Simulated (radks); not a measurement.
The table gives one normalised radial function P(r) = r R(r) of Zr in [Ar] 3d10 4s2 4p5 4d2 5s2 5p1 (r in bohr). Calculated with a radial shooting solver on a logarithmic mesh with Libxc functionals: scalar-relativistic Kohn-Sham, exchange-only r2SCAN, spin-unpolarised, spherical densities, finite nucleus; meta-GGA in the generalised Kohn-Sham scheme; Fermi nuclear charge, rms radius 4.2694 fm.

r,P
0.003076,0.0008
0.004135,0.0014
0.005604,0.0024
0.007535,0.0041
0.01013,0.0068
0.01373,0.0114
0.01846,0.0185
0.02482,0.0289
0.03363,0.0436
0.04522,0.0611
0.0608,0.0781
0.0824,0.0865
0.1108,0.0736
0.1489,0.0290
0.2019,-0.0460
0.2714,-0.1160
0.3649,-0.1302
0.4945,-0.0483
0.6648,0.0982
0.8939,0.2169
1.211,0.1968
1.629,0.0130
2.19,-0.2539
2.968,-0.4723
3.99,-0.5167
5.364,-0.4043
7.27,-0.2310
9.775,-0.0992
13.14,-0.0295

Which n and l does it have? It may be an empty orbital.

Answer. n = 5, l = 1: the number of nodes gives n - l - 1 = 3, the rise at small r (about r^(l+1), flatter next to the nucleus through relativity) gives l, and the extent must fit the shell. The curve is that of 5p. 5p: eigenvalue -1.802 eV, 3 radial nodes at r = 0.169, 0.549, 1.65 bohr, <r> = 4.55 bohr, 90 % of the charge inside 6.92 bohr.
